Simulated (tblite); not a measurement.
C2H11GeNSi.
SMILES with atom numbers: `[CH3:1][CH2:2][N:3]([SiH3:4])[GeH3:5]` (hydrogens: H6, H7, H8 on C1; H9, H10 on C2; H11, H12, H13 on Si4; H14, H15, H16 on Ge5)

Computed with GFN2-xTB (tblite), gas phase: L-BFGS steps from a force-field or distance-geometry start until the largest atomic force falls under 0.01 eV/Å.

Step 65: E = -448.6417 eV
```
atom  x, y, z in Å  |  force x, y, z in eV/Å
C1      1.9453    0.4864   -0.5081   -0.020   0.041  -0.006
C2      0.9967   -0.5470    0.0798   -0.064   0.006   0.004
N3     -0.4038   -0.1833   -0.0728   -0.110   0.030  -0.059
Si4    -1.5312   -1.5006   -0.0568    0.005  -0.004  -0.034
Ge5    -0.9789    1.4892    0.4125    0.049  -0.069   0.027
H6      2.0694    1.3221    0.1787    0.048   0.017   0.009
H7      2.9127    0.0308   -0.7049    0.033   0.063   0.071
H8      1.5469    0.8730   -1.4435   -0.030  -0.069  -0.055
H9      1.2331   -0.6951    1.1422    0.071  -0.046  -0.001
H10     1.1538   -1.5042   -0.4277   -0.036  -0.006   0.019
H11    -2.8456   -0.9474   -0.3820    0.059  -0.011   0.006
H12    -1.0573   -2.4429   -1.0743    0.003   0.002  -0.007
H13    -1.5742   -2.1853    1.2443   -0.019  -0.008   0.023
H14    -2.3903    1.5888   -0.0471   -0.060   0.011  -0.012
H15    -0.9308    1.6816    1.9072    0.044   0.039  -0.010
H16    -0.1532    2.5428   -0.2588    0.026   0.003   0.024
```

Step 66: E = -448.6427 eV
```
atom  x, y, z in Å  |  force x, y, z in eV/Å
C1      1.9429    0.4818   -0.5052    0.001   0.062  -0.018
C2      0.9910   -0.5398    0.0989   -0.057  -0.053   0.020
N3     -0.4099   -0.1850   -0.0750   -0.089   0.080  -0.043
Si4    -1.5354   -1.5037   -0.0845    0.024   0.050  -0.076
Ge5    -0.9775    1.4903    0.4190    0.029  -0.054   0.117
H6      2.0741    1.3301    0.1648    0.018   0.009   0.017
H7      2.9089    0.0233   -0.6985    0.057   0.028   0.094
H8      1.5516    0.8534   -1.4490   -0.077  -0.059  -0.057
H9      1.2174   -0.6641    1.1685    0.062  -0.018  -0.047
H10     1.1586   -1.5100   -0.3826   -0.054   0.033   0.025
H11    -2.8442   -0.9506   -0.4361    0.078  -0.020   0.008
H12    -1.0327   -2.4405   -1.0932   -0.010  -0.006  -0.007
H13    -1.6005   -2.1818    1.2150   -0.033  -0.054   0.071
H14    -2.4236    1.5724    0.0494    0.047   0.014   0.008
H15    -0.8347    1.6948    1.9203    0.034   0.033  -0.196
H16    -0.1936    2.5384   -0.3232   -0.030  -0.043   0.084
```

Task: Estimate the geometry and energy of step 67. (The exact step hangs on the optimiser's Hessian estimate; all steps are aligned on step 66, rigid shifts and turns removed.)

Result: E = -448.6453 eV, largest force 0.109 eV/Å
```
atom  x, y, z in Å  |  force x, y, z in eV/Å
C1      1.9421    0.4839   -0.5065    0.004   0.035  -0.015
C2      0.9909   -0.5418    0.0932   -0.024  -0.017   0.007
N3     -0.4102   -0.1842   -0.0691   -0.069   0.055  -0.052
Si4    -1.5339   -1.5039   -0.0751    0.022   0.023  -0.046
Ge5    -0.9780    1.4907    0.4175    0.042  -0.059   0.077
H6      2.0744    1.3273    0.1690   -0.001   0.026   0.006
H7      2.9101    0.0279   -0.6981    0.039   0.019   0.077
H8      1.5496    0.8567   -1.4497   -0.058  -0.048  -0.038
H9      1.2268   -0.6771    1.1582    0.049  -0.017  -0.006
H10     1.1537   -1.5068   -0.3978   -0.044   0.003   0.002
H11    -2.8427   -0.9505   -0.4193    0.049  -0.010   0.000
H12    -1.0361   -2.4388   -1.0878   -0.007  -0.008  -0.008
H13    -1.5963   -2.1874    1.2237   -0.023  -0.034   0.045
H14    -2.4112    1.5788    0.0196   -0.023   0.012  -0.006
H15    -0.8650    1.6950    1.9133    0.042   0.038  -0.093
H16    -0.1816    2.5391   -0.3024    0.002  -0.017   0.049
```

The energy changes by -0.0025 eV. The first-order estimate −F·Δx gives -0.0038 eV and the mean of the old and new forces, exact on a quadratic surface, -0.0025 eV. The step makes an angle of 81° with the force vector and moves no atom by more than 0.033 Å.

The cost below is that of the whole relaxation. On Intel Xeon at 2.50 GHz, one thread (shared host), this took 5.2 s wall, 4.4 s CPU.
